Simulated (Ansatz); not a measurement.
`S[SiH2][SiH2][GeH3]`, relaxed with RKS PBE0-D4/def2-TZVP in the Gaussian-basis code of Ansatz from a PBE-D4/def2-SVP geometry. The force threshold is 0.005 eV/Å; the program also tests the step.

Total charge 0; spin multiplicity 1.

Start:

```xyz
12

S    -2.248   -0.349   -1.630
Si   -0.100   -0.162   -1.878
Si    0.795    0.954   -0.013
Ge    0.251   -0.291    1.959
H    -2.166   -0.941   -0.403
H     0.576   -1.499   -2.058
H     0.057    0.628   -3.147
H     0.195    2.332    0.082
H     2.295    1.084   -0.118
H     0.920   -1.691    1.911
H    -1.288   -0.500    2.046
H     0.713    0.436    3.250
```

Problem. How much energy does the relaxation release, and in how many steps? (An estimate is asked.)

Solution. The calculation gave: 0.71 kcal/mol, in 5 steps.

Problem. Which bonds change most? (Best estimate.)

Solution. Computed: S1–Si2 from 2.171 to 2.145 Å; S1–H5 from 1.365 to 1.344 Å; Si2–H6 from 1.508 to 1.489 Å; Si3–H9 from 1.509 to 1.490 Å.

Problem. Give the relaxed structure. (An estimate is asked.)

Solution. Computed: 
```xyz
12

S    -2.225   -0.360   -1.637
Si   -0.102   -0.157   -1.865
Si    0.789    0.947   -0.009
Ge    0.251   -0.290    1.952
H    -2.159   -0.920   -0.417
H     0.559   -1.480   -2.041
H     0.057    0.622   -3.120
H     0.200    2.311    0.084
H     2.270    1.067   -0.121
H     0.925   -1.672    1.908
H    -1.271   -0.507    2.041
H     0.707    0.439    3.226
```
